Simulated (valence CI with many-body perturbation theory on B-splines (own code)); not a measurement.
**E1 transitions of Bi68+**

Computed by relativistic CI+MBPT: five valence electrons over a frozen Dirac-Fock core [Ne], radial functions for each j: 11 s, 11 p, 10 d, 8 f, 5 g, 2 h, with the one-electron correlation potential Σ1, the two-electron term Σ2, the three-electron term Σ3, Breit, model QED; selected CI, second order for the rest, scaled by the run's own slope (own B-spline code, finite nucleus).

The last digits are not significant, and no measured levels were compared; by estimate large intervals hold to a few tenths of a per cent, small ones and those within an open d or f shell to about a per cent. Among the levels kept, up to 3300 cm⁻¹ of a level comes from second order outside the variational space, and about a tenth of that is noise between levels of different J, which matters for small intervals.

Lines 1 to 50 of 571 in falling wavelength, among levels below 2036.3 eV, chosen from the strongest by gf and those to the six lowest levels. Wavelengths and rates use the calculated energies. Electric multipoles are in the length gauge, E1 and E2 with the static RPA response of the core. Weak lines are less certain than strong ones. Lines between different terms over intervals too small for the method are left out, as are lines whose strength nearly cancels. The highest levels of a list are the least certain.

Levels are named by their leading jj configuration (3d3/2^4 stands for four electrons in 3d with j = 3/2), which in mixed levels can hold well under half, so a name can repeat and another be missing. Letters in brackets count levels of one name in rising energy.

```
λ vac (nm)                               Upper                               Lower   A (s⁻¹)  log gf  Branch %
     7.975      (3s 3p1/2 3p3/2 3d3/2^2) J=9/2          (3s^2 3p3/2 3d3/2^2) J=7/2  8.90e+09   -1.07       0.6
     7.792          (3s 3p1/2^2 3d3/2^2) J=5/2          (3s^2 3p1/2 3d3/2^2) J=3/2  9.48e+09   -1.29       8.6
     7.413  (3s 3p1/2 3p3/2 3d3/2^2) J=5/2 [d]      (3s^2 3p3/2 3d3/2^2) J=3/2 [b]  1.01e+10   -1.30       0.2
     7.140      (3s 3p1/2^2 3p3/2 3d3/2) J=7/2  (3s^2 3p1/2 3p3/2 3d3/2) J=5/2 [b]  1.16e+10   -1.15      15.4
     7.113      (3s 3p1/2^2 3d3/2 3d5/2) J=9/2  (3s^2 3p1/2 3d3/2 3d5/2) J=7/2 [b]  1.79e+10   -0.87       3.0
     6.788      (3s 3p1/2 3p3/2^2 3d3/2) J=9/2          (3s^2 3p3/2^2 3d3/2) J=7/2  1.66e+10   -0.94       0.9
     6.752  (3s 3p1/2 3p3/2 3d3/2^2) J=5/2 [c]          (3s^2 3p3/2 3d3/2^2) J=5/2  1.35e+10   -1.26       0.1
     6.556  (3s 3p1/2 3p3/2 3d3/2^2) J=7/2 [b]  (3s 3p1/2 3p3/2^2 3d3/2) J=5/2 [e]  1.22e+10   -1.20       0.5
     6.493  (3s 3p1/2 3p3/2 3d3/2^2) J=7/2 [c]          (3s^2 3p3/2 3d3/2^2) J=7/2  1.92e+10   -1.01       0.2
     6.370  (3s 3p1/2^2 3p3/2 3d5/2) J=7/2 [a]  (3s^2 3p1/2 3p3/2 3d5/2) J=7/2 [b]  1.03e+10   -1.30       1.6
     6.351      (3s 3p1/2^2 3p3/2 3d5/2) J=9/2      (3s^2 3p1/2 3p3/2 3d5/2) J=9/2  1.59e+10   -1.02      29.7
     6.277          (3s 3p1/2^2 3p3/2^2) J=5/2          (3s^2 3p1/2 3p3/2^2) J=5/2  1.42e+10   -1.30       1.6
     6.275  (3s 3p1/2^2 3p3/2 3d5/2) J=7/2 [a]  (3s^2 3p1/2 3p3/2 3d5/2) J=5/2 [b]  1.54e+10   -1.14       2.4
     6.153     (3s 3p1/2 3p3/2^2 3d5/2) J=11/2          (3s^2 3p3/2^2 3d5/2) J=9/2  2.92e+10   -0.70       2.8
     6.046  (3s 3p1/2 3p3/2^2 3d5/2) J=9/2 [b]          (3s^2 3p3/2^2 3d5/2) J=7/2  2.86e+10   -0.81       2.1
     6.041          (3s 3p1/2^2 3d5/2^2) J=9/2          (3s^2 3p1/2 3d5/2^2) J=9/2  2.51e+10   -0.86       2.8
     6.020  (3s 3p1/2 3p3/2^2 3d5/2) J=7/2 [e]      (3s^2 3p3/2^2 3d5/2) J=5/2 [b]  2.97e+10   -0.89       0.7
     5.970  (3s 3p1/2^2 3d3/2 3d5/2) J=7/2 [a]  (3s^2 3p1/2 3d3/2 3d5/2) J=5/2 [a]  1.40e+10   -1.22       2.8
     5.961          (3s 3p1/2^2 3d5/2^2) J=9/2          (3s^2 3p1/2 3d5/2^2) J=7/2  4.94e+10   -0.58       5.5
     5.933      (3s 3p1/2^2 3p3/2 3d3/2) J=7/2      (3s^2 3p1/2 3p3/2 3d3/2) J=7/2  2.20e+10   -1.03      29.1
     5.911            (3s 3p1/2 3p3/2^3) J=5/2                (3s^2 3p3/2^3) J=3/2  2.39e+10   -1.12       0.8
     5.910  (3s 3p1/2 3p3/2 3d3/2^2) J=7/2 [a]  (3s 3p1/2 3p3/2^2 3d3/2) J=7/2 [c]  1.70e+10   -1.15       0.3
     5.908      (3s 3p1/2^2 3p3/2 3d5/2) J=9/2  (3s^2 3p1/2 3p3/2 3d5/2) J=7/2 [a]  3.69e+10   -0.71      68.9
     5.902  (3s 3p1/2^2 3p3/2 3d3/2) J=5/2 [a]  (3s^2 3p1/2 3p3/2 3d3/2) J=5/2 [a]  2.16e+10   -1.17      32.1
     5.890  (3s 3p1/2^2 3p3/2 3d5/2) J=5/2 [a]  (3s^2 3p1/2 3p3/2 3d5/2) J=5/2 [a]  2.33e+10   -1.14       2.6
     5.889          (3s 3p1/2^2 3d5/2^2) J=5/2          (3s^2 3p1/2 3d5/2^2) J=5/2  3.39e+10   -0.98       3.3
     5.883          (3s 3p1/2^2 3p3/2^2) J=5/2          (3s^2 3p1/2 3p3/2^2) J=3/2  2.30e+10   -1.15       2.6
     5.847          (3s 3p1/2^2 3d5/2^2) J=5/2          (3s^2 3p1/2 3d5/2^2) J=3/2  4.13e+10   -0.90       4.0
     5.841  (3s 3p1/2^2 3d3/2 3d5/2) J=5/2 [a]  (3s^2 3p1/2 3d3/2 3d5/2) J=5/2 [a]  1.98e+10   -1.22       3.7
     5.834  (3s 3p1/2^2 3d3/2 3d5/2) J=7/2 [a]  (3s^2 3p1/2 3d3/2 3d5/2) J=7/2 [a]  3.07e+10   -0.90       6.3
     5.831          (3s 3p1/2^2 3d3/2^2) J=5/2          (3s^2 3p1/2 3d3/2^2) J=5/2  2.74e+10   -1.08      25.0
     5.783  (3s 3p1/2^2 3p3/2 3d5/2) J=5/2 [a]  (3s^2 3p1/2 3p3/2 3d5/2) J=3/2 [a]  3.32e+10   -1.00       3.6
     5.743          (3s 3p1/2^2 3p3/2^2) J=1/2          (3s^2 3p1/2 3p3/2^2) J=1/2  4.79e+10   -1.32       2.9
     5.732  (3s 3p1/2^2 3p3/2 3d5/2) J=7/2 [b]  (3s^2 3p1/2 3p3/2 3d5/2) J=5/2 [b]  1.41e+10   -1.25       0.5
     5.729          (3s 3p1/2^2 3d5/2^2) J=1/2          (3s^2 3p1/2 3d5/2^2) J=1/2  7.79e+10   -1.12       6.4
     5.724  (3s 3p1/2 3p3/2^2 3d3/2) J=5/2 [c]          (3s^2 3p3/2^2 3d3/2) J=5/2  1.77e+10   -1.28       0.2
     5.711  (3s 3p1/2^2 3d3/2 3d5/2) J=5/2 [a]  (3s^2 3p1/2 3d3/2 3d5/2) J=7/2 [a]  2.24e+10   -1.18       4.2
     5.693      (3s 3p1/2^2 3d3/2 3d5/2) J=9/2      (3s^2 3p1/2 3d3/2 3d5/2) J=9/2  3.08e+10   -0.83       5.2
     5.687  (3s 3p1/2^2 3p3/2 3d5/2) J=3/2 [b]      (3s^2 3p1/2 3p3/2 3d5/2) J=1/2  3.02e+10   -1.23       1.2
     5.663       (3p1/2^2 3p3/2^2 3d3/2) J=5/2  (3s 3p1/2 3p3/2^2 3d3/2) J=5/2 [c]  1.80e+10   -1.28       0.2
     5.632  (3s 3p1/2 3p3/2^2 3d3/2) J=7/2 [c]          (3s^2 3p3/2^2 3d3/2) J=7/2  3.20e+10   -0.91       0.3
     5.619  (3s 3p1/2 3p3/2^2 3d5/2) J=7/2 [d]      (3s^2 3p3/2^2 3d5/2) J=5/2 [a]  2.91e+10   -0.96       0.4
     5.584  (3s 3p1/2^2 3p3/2 3d5/2) J=3/2 [b]  (3s^2 3p1/2 3p3/2 3d5/2) J=3/2 [b]  3.87e+10   -1.14       1.5
     5.555  (3s 3p1/2^2 3p3/2 3d5/2) J=3/2 [a]  (3s^2 3p1/2 3p3/2 3d5/2) J=5/2 [a]  3.95e+10   -1.14       3.7
     5.523          (3s 3p1/2^2 3d5/2^2) J=3/2          (3s^2 3p1/2 3d5/2^2) J=5/2  6.18e+10   -0.95       5.8
     5.507  (3s 3p1/2^2 3d3/2 3d5/2) J=7/2 [a]  (3s 3p1/2^2 3p3/2 3d5/2) J=5/2 [b]  1.62e+10   -1.23       3.3
     5.452  (3s 3p1/2^2 3d3/2 3d5/2) J=7/2 [b]      (3s^2 3p1/2 3d3/2 3d5/2) J=9/2  5.59e+10   -0.70       9.4
     5.436  (3s 3p1/2 3p3/2^2 3d5/2) J=5/2 [e]      (3s^2 3p3/2^2 3d5/2) J=5/2 [a]  1.91e+10   -1.30       0.5
     5.436          (3s 3p1/2^2 3d5/2^2) J=7/2          (3s^2 3p1/2 3d5/2^2) J=9/2  5.95e+10   -0.68       6.3
     5.412  (3s 3p1/2 3p3/2^2 3d5/2) J=5/2 [f]      (3s^2 3p3/2^2 3d5/2) J=5/2 [b]  3.01e+10   -1.10       0.4
```
